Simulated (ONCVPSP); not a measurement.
## Varying the ONCV potential for Mn

Base potential:

- Element: Mn (Z = 25)
- Generator: ONCVPSP 4.0.1
- Type: optimised norm-conserving Vanderbilt (ONCV)
- Functional: LDA (Perdew-Zunger)
- Relativity: scalar-relativistic
- Frozen core: [Ar]
- Valence charge: 7
- Reference configuration: 3d5 4s1 (charge +1)
- Partial waves: 4s: rc 2.50 bohr, ncon 4, nbas 7, qcut 3.1 1/bohr, 2 projectors, debl 3.9 Ha; p scattering state at 0.18 Ha: rc 2.00 bohr, ncon 4, nbas 8, qcut 3.9 1/bohr, 2 projectors, debl 2.8 Ha; 3d: rc 2.00 bohr, ncon 5, nbas 10, qcut 6.9 1/bohr, 1 projector; f scattering state at 0.12 Ha: rc 2.55 bohr, ncon 4, nbas 7, qcut 4.2 1/bohr, 2 projectors, debl 0.9 Ha
- Local potential: polynomial inside 1.85 bohr (lpopt 5, dvloc0 4 Ha)
- Core correction: Teter function, fcfact 5.5, rcfact 1.3

In the p channel the program set the typed energies aside and used 0.050, 2.850 Ha.

Cutoffs, loose and tight: the cutoffs (Ha) at which the residual kinetic energy of the hardest occupied pseudo-wave falls to 1 and 0.1 mHa per electron. They do not see the model core or the augmentation charge, which bear on the density cutoff. Test errors are all-electron minus pseudo excitation energies from the reference, over the configurations 3d5 4s2; 3d5 4s0; 3d4 4s0; 3d5 4s0 4p2. A dash means not determined; rows that change the core or the reference have their own tests. The largest error is taken over the tests solved by every variant that gives reliable tests at all: 3d4 4s0; 3d5 4s0; 3d5 4s2.

For the base: The cutoffs count occupied waves only; projector 2 of the p channel, the hardest unoccupied one, needs 67 Ha at the loose tolerance.

A true bound ghost makes a file unfit for plane-wave use even where its test errors are small: the radial tests pick states by their node count and pass the ghost by.

```csv
change,outcome,"cutoff, loose","cutoff, tight",bound ghosts,GHOST(+) flags above zero,largest test error (meV)
base,"generated, projector energies reset by the program",23 Ha,67 Ha,none,p,-104
"core correction Teter function fitted to the true core (icmod 2), fcfact 0.5","generated, projector energies reset by the program",23 Ha,67 Ha,none,p,-128
"d: rc 1.4; local potential polynomial inside 1.40 bohr (lpopt 5, dvloc0 4 Ha)","generated, projector energies reset by the program",187 Ha,206 Ha,none,s,-184
"core [Ne], valence charge 15; reference 3s2 3p6 3d5 4s2; waves now 3s+4s: rc 1.45 bohr, ncon 4, nbas 8, qcut 8.5 1/bohr, 2 projectors; 3p: rc 1.10 bohr, ncon 5, nbas 10, qcut 13.8 1/bohr, 3 projectors, debl 0.9 Ha; 3d: rc 1.65 bohr, ncon 4, nbas 8, qcut 10.4 1/bohr, 2 projectors, debl 0.9 Ha; f scattering state at 0.03 Ha: rc 1.30 bohr, ncon 3, nbas 7, qcut 9.5 1/bohr, 2 projectors, debl 3.6 Ha; local potential polynomial inside 1.10 bohr (lpopt 5, dvloc0 0 Ha)","failed: ERROR pspot: first pseudo wave function has node, program will stop",–,–,–,–,–
reference 3d5 4s1.5,generated,23 Ha,66 Ha,none,p,-88
d: qcut 9.7,"generated, projector energies reset by the program",32 Ha,37 Ha,none,p,-235
```

Problem. What comes out with this change to the base: s: rc 1.78; local potential polynomial inside 1.78 bohr (lpopt 5, dvloc0 4 Ha)?

Solution. outcome: failed: optimize: ERROR ps0norm > uunorm, code will stop. Cause: the continuity conditions at rc already need more norm inside rc than the all-electron wave has, so norm conservation cannot be met.

Problem. What comes out with this change to the base: p: nproj 3?

Solution. outcome: generated, projector energies reset by the program; cutoff, loose: 23 Ha; cutoff, tight: 67 Ha; bound ghosts: p; GHOST(+) flags above zero: p; largest test error (meV): -104.
